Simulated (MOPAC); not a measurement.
Input file for MOPAC: PM3 on CH6AlN (SMILES [CH3][AlH][NH2]), a point of a bond scan (R = 4.269 Å).

```
PM3 1SCF PRECISE CHARGE=0 THREADS=1
CH6AlN

Al    -0.27445294 1    -0.28120700 1    -0.33028897 1
H     -2.56593336 1    -2.55226248 1    -3.12576826 1
C      0.13996125 1     1.61435917 1    -0.55556952 1
H      0.69355590 1     1.78924499 1    -1.48298603 1
H      0.73697373 1     2.01500929 1     0.26678325 1
H     -0.77388612 1     2.21218341 1    -0.62370655 1
N      0.31277928 1    -1.15023681 1     1.10029951 1
H      0.86352939 1    -0.74691531 1     1.84233245 1
H      0.14164226 1    -2.12598999 1     1.28830568 1
```

Output:

```
*******************************************************************************
 **                                                                           **
 **                              MOPAC v23.2.5                                **
 **                                                                           **
 *******************************************************************************
 ** MOPAC's Digital Object Identifier: https://doi.org/10.5281/zenodo.6511958 **
 **                                                                           **
 ** Please cite the open-source release paper for use of this MOPAC version:  **
 ** J. E. Moussa and J. J. P. Stewart (2026)                                  **
 ** MOPAC: An open-source semiempirical molecular orbital program             **
 ** J. Open Source Softw., 11(119), 8025, https://doi.org/10.21105/joss.08025 **
 *******************************************************************************

                              PM3 CALCULATION RESULTS

 *******************************************************************************
 *  PM3        - The PM3 Hamiltonian to be used
 *
 *
 *
 *                 CHARGE ON SYSTEM = 0
 *
 *
 *
 *  PRECISE    - TIGHTER CRITERIA TO BE USED
 *  1SCF       - DO 1 SCF AND THEN STOP
 *  THREADS=1  - MULTI-THREADING NOT USED
 *  T=         - A TIME OF 172800.0 SECONDS REQUESTED
 *  DUMP=N     - RESTART FILE WRITTEN EVERY 7200.0 SECONDS REQUESTED
 *******************************************************************************
PM3 1SCF PRECISE CHARGE=0 THREADS=1
 CH6AlN

   ATOM   CHEMICAL          X               Y               Z
  NUMBER   SYMBOL      (ANGSTROMS)     (ANGSTROMS)     (ANGSTROMS)

     1      Al         -0.27445294  *  -0.28120700  *  -0.33028897  *
     2       H         -2.56593336  *  -2.55226248  *  -3.12576826  *
     3       C          0.13996125  *   1.61435917  *  -0.55556952  *
     4       H          0.69355590  *   1.78924499  *  -1.48298603  *
     5       H          0.73697373  *   2.01500929  *   0.26678325  *
     6       H         -0.77388612  *   2.21218341  *  -0.62370655  *
     7       N          0.31277928  *  -1.15023681  *   1.10029951  *
     8       H          0.86352939  *  -0.74691531  *   1.84233245  *
     9       H          0.14164226  *  -2.12598999  *   1.28830568  *



          CARTESIAN COORDINATES

    NO.       ATOM           X           Y           Z

     1        Al         -0.2745     -0.2812     -0.3303
     2         H         -2.5659     -2.5523     -3.1258
     3         C          0.1400      1.6144     -0.5556
     4         H          0.6936      1.7892     -1.4830
     5         H          0.7370      2.0150      0.2668
     6         H         -0.7739      2.2122     -0.6237
     7         N          0.3128     -1.1502      1.1003
     8         H          0.8635     -0.7469      1.8423
     9         H          0.1416     -2.1260      1.2883

  H: (PM3): J. J. P. STEWART, J. COMP. CHEM. 10, 209 (1989).
  C: (PM3): J. J. P. STEWART, J. COMP. CHEM. 10, 209 (1989).
  N: (PM3): J. J. P. STEWART, J. COMP. CHEM. 10, 209 (1989).
 Al: (PM3): J. J. P. STEWART, J. COMP. CHEM. 10, 209 (1989).

           Empirical Formula: C H6 N Al  =     9 atoms



      MOLECULAR POINT GROUP   :   Cs


      RHF CALCULATION, NO. OF DOUBLY OCCUPIED LEVELS = 9



 ALL CONVERGERS ARE NOW FORCED ON
 SHIFT=10, PULAY ON, CAMP-KING ON
 AND ITERATION COUNTER RESET



 -------------------------------------------------------------------------------
 PM3 1SCF PRECISE CHARGE=0 THREADS=1
 CH6AlN



     1SCF WAS SPECIFIED, SO BFGS WAS NOT USED
     SCF FIELD WAS ACHIEVED


                              PM3 CALCULATION
                                                       MOPAC v23.2.5 Linux




          FINAL HEAT OF FORMATION =        127.33103 KCAL/MOL =     532.75304 KJ/MOL


          COSMO AREA              =        125.90 SQUARE ANGSTROMS
          COSMO VOLUME            =        103.54 CUBIC ANGSTROMS

          IONIZATION POTENTIAL    =          6.860669 EV
          HOMO LUMO ENERGIES (EV) =         -6.861 -2.937
          NO. OF FILLED LEVELS    =          9
          MOLECULAR WEIGHT        =         59.0466         POINT GROUP:  Cs

          MOLECULAR DIMENSIONS (Angstroms)

            Atom       Atom       Distance
            H     5    H     2     6.57865
            H     9    H     4     4.56738
            H     6    H     4     1.71978


          SCF CALCULATIONS        =          1





   ATOM   CHEMICAL          X               Y               Z
  NUMBER   SYMBOL      (ANGSTROMS)     (ANGSTROMS)     (ANGSTROMS)

     1      Al         -0.27445294  *  -0.28120700  *  -0.33028897  *
     2       H         -2.56593336  *  -2.55226248  *  -3.12576826  *
     3       C          0.13996125  *   1.61435917  *  -0.55556952  *
     4       H          0.69355590  *   1.78924499  *  -1.48298603  *
     5       H          0.73697373  *   2.01500929  *   0.26678325  *
     6       H         -0.77388612  *   2.21218341  *  -0.62370655  *
     7       N          0.31277928  *  -1.15023681  *   1.10029951  *
     8       H          0.86352939  *  -0.74691531  *   1.84233245  *
     9       H          0.14164226  *  -2.12598999  *   1.28830568  *

                             CARTESIAN COORDINATES

   1   Al       -0.274452940    -0.281207000    -0.330288970
   2    H       -2.565933360    -2.552262480    -3.125768260
   3    C        0.139961250     1.614359170    -0.555569520
   4    H        0.693555900     1.789244990    -1.482986030
   5    H        0.736973730     2.015009290     0.266783250
   6    H       -0.773886120     2.212183410    -0.623706550
   7    N        0.312779280    -1.150236810     1.100299510
   8    H        0.863529390    -0.746915310     1.842332450
   9    H        0.141642260    -2.125989990     1.288305680


           Empirical Formula: C H6 N Al  =     9 atoms



      MOLECULAR POINT GROUP   :   Cs


                  EIGENVALUES
 -28.31989 -28.03908 -16.44215 -14.28993 -13.27920 -13.06613 -10.44730 -10.40934
  -6.86067  -2.93735  -2.04991  -0.03092   2.78877   4.23397   4.44443   4.88351
   4.88491   4.96591


              NET ATOMIC CHARGES AND DIPOLE CONTRIBUTIONS

  ATOM NO.   TYPE          CHARGE      No. of ELECS.   s-Pop       p-Pop
    1         Al           0.271055        2.7289     0.38515     2.34380
    2          H          -0.108812        1.1088     1.10881
    3          C          -0.368857        4.3689     1.19947     3.16938
    4          H           0.049817        0.9502     0.95018
    5          H           0.047534        0.9525     0.95247
    6          H           0.049818        0.9502     0.95018
    7          N          -0.028965        5.0290     1.38690     3.64206
    8          H           0.053479        0.9465     0.94652
    9          H           0.034930        0.9651     0.96507
 DIPOLE           X         Y         Z       TOTAL
 POINT-CHG.     1.087    -0.863     2.281     2.670
 HYBRID         0.427     0.134     0.663     0.800
 SUM            1.514    -0.730     2.944     3.390


          ATOMIC ORBITAL ELECTRON POPULATIONS

     Atom    s        px        py        pz
    1 Al   0.38515   0.69191   0.88146   0.77042
    2  H   1.10881
    3  C   1.19947   1.01549   1.13966   1.01423
    4  H   0.95018
    5  H   0.95247
    6  H   0.95018
    7  N   1.38690   1.35555   1.06756   1.21895
    8  H   0.94652
    9  H   0.96507

 **********************
 *                    *
 * JOB ENDED NORMALLY *
 *                    *
 **********************




 == MOPAC DONE ==
```

The run finished.

Cost: very roughly 0.26 core-seconds.
